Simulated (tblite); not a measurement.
Species: C₅H₁₁ClSi.
Geometry (GFN2-xTB, Å), atoms numbered from 1 in this order:
```
atom  x, y, z in Å
Cl1    3.2308   -1.7234   -0.3587
C2     2.4510   -0.1361   -0.1260
Si3    0.7406   -0.4191    0.6831
C4    -0.5062   -1.2282   -0.5066
C5    -1.7554   -0.3522   -0.3801
C6    -1.3065    1.1021   -0.2698
C7    -0.2600    1.1968    0.8448
H8     3.1206    0.4471    0.5002
H9     2.3985    0.3309   -1.1067
H10    0.9384   -1.1348    1.9474
H11   -0.1434   -1.2029   -1.5351
H12   -0.7365   -2.2665   -0.2793
H13   -2.4280   -0.4912   -1.2284
H14   -2.2977   -0.6258    0.5272
H15   -0.8570    1.4058   -1.2176
H16   -2.1546    1.7612   -0.0757
H17    0.3189    2.1142    0.7591
H18   -0.7624    1.2284    1.8107
```

Calculated harmonic vibrations of the isolated species, GFN2-xTB (tblite), most abundant isotopes, no scaling. Errors from tens to a few hundred cm⁻¹ against measured bands are possible. Modes of hydrogen on silicon can be 10 to 20 % off. One conformer, not necessarily the lowest.

Harmonic wavenumbers (cm⁻¹): 38.3, 69.8, 106.9, 190.2, 212.9, 267.9, 396.5, 499.2, 571.7, 620.5, 646.1, 701.6, 724.9, 737.0, 748.1, 778.1, 823.1, 896.5, 928.3, 961.7, 1028.5, 1053.1, 1088.6, 1108.4, 1124.3, 1185.7, 1198.5, 1214.6, 1270.7, 1277.0, 1324.5, 1338.5, 1429.8, 1473.1, 1482.1, 1496.6, 1505.7, 2249.5, 2962.9, 2969.1, 2980.3, 2983.9, 2987.2, 2994.2, 2999.0, 3005.5, 3013.0, 3020.1.

A = 3978, B = 914.3, C = 821.2 MHz; mass 134.032 u (most abundant isotopes); point group C1, symmetry number 1.

**Question.** Zero-point energy?

**Answer.** ½Σν̃ = 32342 cm⁻¹ = 92.47 kcal/mol.

**Question.** Entropy at 500 K, 1 bar (ideal gas, RRHO, classical rotation)?

**Answer.** Translation 43.19, rotation 30.61, vibration 42.13: S = 115.9 cal/(mol K).

**Question.** And Cp and H(500 K) − H(0)?

**Answer.** Cp = 52.21 cal/(mol K), of which vibrations give 44.26 (their classical limit is 48 R = 95.4); H(500 K) − H(0) = 14.87 kcal/mol without the zero-point energy, 10.90 from vibrations.

**Question.** What must be added to the electronic energy to get the Gibbs energy at 500 K and 1 bar?

**Answer.** ZPE + [H(500 K) − H(0)] − T·S = 92.47 + 14.87 − 57.96 = 49.38 kcal/mol.

**Question.** Blend soft modes into free rotors: weight 1/[1 + (100 cm⁻¹/ν̃)⁴] for the oscillator and the rest for a rotor with moment μB/(μ + B), μ = h/(8π²ν), B = 10⁻⁴⁴ kg m². What vibrational entropy results?

**Answer.** 38.45 cal/(mol K) in place of 42.13, which changes −T·S at 500 K by +1.84 kcal/mol.

**Question.** Which modes carry the vibrational entropy at 500 K?

**Answer.** 38.3 cm⁻¹: 6.37; 69.8 cm⁻¹: 5.18; 106.9 cm⁻¹: 4.34; 190.2 cm⁻¹: 3.21; 212.9 cm⁻¹: 2.99; 267.9 cm⁻¹: 2.55 cal/(mol K); the other 42 give 17.49 together.

Hindered rotation and anharmonicity are outside this model. Other conformers, if any are populated, would add a mixing term that is left out. The structure is chiral; the term R ln 2 for an equal mix with its mirror image is left out.
